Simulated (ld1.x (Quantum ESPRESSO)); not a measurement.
Transferability test, ultrasoft potential for S (Z = 16)

```json
{"Element": "S (Z = 16)", "Generator": "ld1.x (Quantum ESPRESSO) 7.5", "Type": "ultrasoft", "Functional": "LDA (PZ)", "Relativity": "scalar-relativistic", "Frozen core": "[Ne]", "Valence charge": "6", "Reference configuration": "3s2 3p4", "Partial waves": "3s (bound): rcut 1.15, rcutus 1.60 bohr; 3s channel at 2.15 Ry: rcut 1.15, rcutus 1.60 bohr; 3p (bound): rcut 1.45, rcutus 1.55 bohr; 3p channel at 0.85 Ry: rcut 1.45, rcutus 1.55 bohr; 3d channel at 0.15 Ry: rcut 0.95, rcutus 1.35 bohr; 3d channel at 2 Ry: rcut 0.95, rcutus 1.35 bohr", "Local potential": "all-electron potential smoothed inside 1.25 bohr (lloc = -1)", "Core correction": "none", "Augmentation charge": "PSQ, radius 1.00 bohr"}
```

Energies are relative to the spin-unpolarised reference configuration 3s2 3p4; without spin polarisation the order of configurations can differ from experiment. Spin-polarised rows fill each open shell by Hund’s rule, majority spin first.

```tsv
valence configuration	charge	ΔE all-electron (eV)	error AE − PS (meV)
3s2 3p3	+1	11.863	+0.8
3s2 3p2	+2	34.236	+13
3s2 3p1	+3	68.394	+64
3s2 3p0	+4	115.377	+212
3s2 3p4.3	-0.3	-1.741	+0.2
3s2 3p3.5	+0.5	4.709	-0.1
3s2 3p4 (spin-polarised)	0	-0.706	+70
3s2 3p3 (spin-polarised)	+1	9.898	+220
```

What are ΔE and the potential's error for 3s1 3p4?

ΔE = 22.660 eV all-electron; the error (AE − PS) is +3.7 meV.

Levels in the configuration 3s2 3p3 (spin-polarised):

```csv
level,all-electron (eV),pseudo (eV)
3s up,-28.655,-28.770
3p up,-17.831,-17.899
3s down,-25.719,-25.386
```
